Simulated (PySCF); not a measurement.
C8H14.
SMILES with atom numbers: `[CH2:1]=[C:2]1[CH2:3][CH2:4][CH2:5][C@H:6]([CH3:7])[CH2:8]1`

Cartesian coordinates in Å at the GFN2-xTB level; atoms count from 1:
```xyz
22
C8H14 angstrom
C     -2.0139    1.7205   -0.6158
C     -1.1888    0.9234    0.0415
C     -1.6440   -0.3037    0.7748
C     -0.9222   -1.5331    0.2168
C      0.5898   -1.3437    0.2850
C      1.0193   -0.0969   -0.4884
C      2.5321    0.0915   -0.4316
C      0.2957    1.1308    0.0804
H     -1.6640    2.5880   -1.1503
H     -3.0765    1.5447   -0.6395
H     -2.7243   -0.4259    0.6820
H     -1.4029   -0.2012    1.8371
H     -1.2230   -1.6807   -0.8233
H     -1.2134   -2.4221    0.7806
H      0.8979   -1.2433    1.3290
H      1.0905   -2.2230   -0.1268
H      0.7188   -0.2167   -1.5359
H      2.8632    0.2114    0.5982
H      3.0397   -0.7720   -0.8562
H      2.8306    0.9748   -0.9921
H      0.6136    1.2743    1.1176
H      0.5716    2.0224   -0.4848
```

Definitions: NICS(0) = −σiso at the ring centroid; NICS(1) = −σiso and NICS(1)zz = −σzz at ±1 Å along the ring normal z. Level: GIAO PBE0/pcSseg-1 (PySCF, non-relativistic, gas phase) on the GFN2-xTB geometry, one conformer.

Ring bond lengths (Å), with Mayer bond orders in brackets: C2–C3 1.500 (1.02), C3–C4 1.531 (1.02), C4–C5 1.525 (1.04), C5–C6 1.529 (1.00), C6–C8 1.534 (0.97), C8–C2 1.499 (1.03).

Question: Give the NICS values of each ring in ppm.

Answer: 
| ring | type | NICS(0) | NICS(1), two faces | NICS(1)zz, two faces | rms pucker (Å) | centre to ring atoms, mean (Å) |
| --- | --- | --- | --- | --- | --- | --- |
| C2–C3–C4–C5–C6–C8 | 6-membered carbocycle; formal bonds all single | -2.2 | -1.9 / -3.3 | 3.5 / 1.4 | 0.24 | 1.46 |

Question: What can be read from them?

Answer: 
- C2–C3–C4–C5–C6–C8: mean NICS(1)zz 2.5 ppm, near zero. C3, C4, C5, C6, C8 have four or more neighbours, so the value isn't read as a sign of a π ring current.

Question: At the second NICS(1) probe listed for ring C2–C3–C4–C5–C6–C8, 1 Å off the ring, what do the in-plane components average?

Answer: The isotropic value is a third of the trace: (3 × -3.3 − (1.4))/2 = -5.6 ppm.

Question: List the ring angles and the Hirshfeld charges of the ring atoms.

Answer: 
- C2–C3–C4–C5–C6–C8: C2 113.6° (+0.014 e), C3 109.6° (-0.070 e), C4 110.6° (-0.068 e), C5 110.9° (-0.070 e), C6 109.4° (-0.019 e), C8 110.3° (-0.071 e); sum 664.4° against 720° for a flat convex ring.
